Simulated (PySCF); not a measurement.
# Assignment exercise: C5H10OSi2

Structure with atom numbers: `[CH2:1]=[CH:2][SiH2:3][C:4](=[C:5]=[O:6])[SiH2:7][CH3:8]`. Each H is labelled by its parent atom. Ha(C1) is cis to Si3; Hb(C1) is trans to Si3.

All values are calculated (PySCF 2.14): NMR shieldings at PBE0/pcSseg-1/GIAO, geometry: GFN2-xTB. One conformer, relativity neglected, in vacuum, rapidly exchanging positions averaged.

Referencing at the same level of theory: $^{13}$C and $^{1}$H vs TMS.

(1) Assign these signals to the numbered atoms. $^{13}$C{$^{1}$H} NMR (computed): δ 172.0, 145.8, 141.1, 0.3, -9.9.

(2) Assign these signals to the numbered atoms. $^{1}$H NMR (500 MHz, computed): δ 6.69 (m, 1H), 6.44 (m, 1H), 6.42 (m, 1H), 4.94 (d, 2H), 4.68 (q, 2H), 0.34 (t, 3H).

Results:

(1) 
172.0 → C5, central carbon of a ketene
145.8 → C1, terminal =CH2 carbon: the olefinic region
141.1 → C2, alkene CH: as expected for a trigonal carbon in a double bond
0.3 → C8, methyl carbon bonded to Si: an electropositive neighbour leaves it electron-rich and shielded
-9.9 → C4, terminal carbon of a ketene

(2) 
| δ (ppm) | atoms | environment | reason |
| --- | --- | --- | --- |
| 6.69 | Hb(C1) | hydrogen on a terminal =CH2 carbon | attached to an sp2 carbon and in the plane of the double bond |
| 6.44 | H(C2) | hydrogen on an alkene CH | a vinylic proton, deshielded by the sp2 carbon and the C=C anisotropy |
| 6.42 | Ha(C1) | hydrogen on a terminal =CH2 carbon | attached to an sp2 carbon and in the plane of the double bond |
| 4.94 | H(Si3) | hydrogen on a silicon bonded to 2 C | – |
| 4.68 | H(Si7) | hydrogen on a silicon bonded to 2 C | – |
| 0.34 | H(C8) | hydrogen on a methyl carbon bonded to Si | an electropositive neighbour shields it, as in TMS itself |

H(C2) and Ha(C1) lie closer than the usual error of such a calculation, so a measured spectrum could show them in the other order.

Shifts are as computed. Against solution values, carbons near 30 ppm lie about +3 ppm off and those near 130 ppm about +5 ppm. Of 1309 compounds with measured shifts, 239 miss one by over three times the rms of a fit or turn the order of signals round; such compounds aren't used in these exercises. Multiplicities follow the n + 1 count of equivalent neighbours, as no J values were calculated; m marks all less simple cases, F and P coupling included.
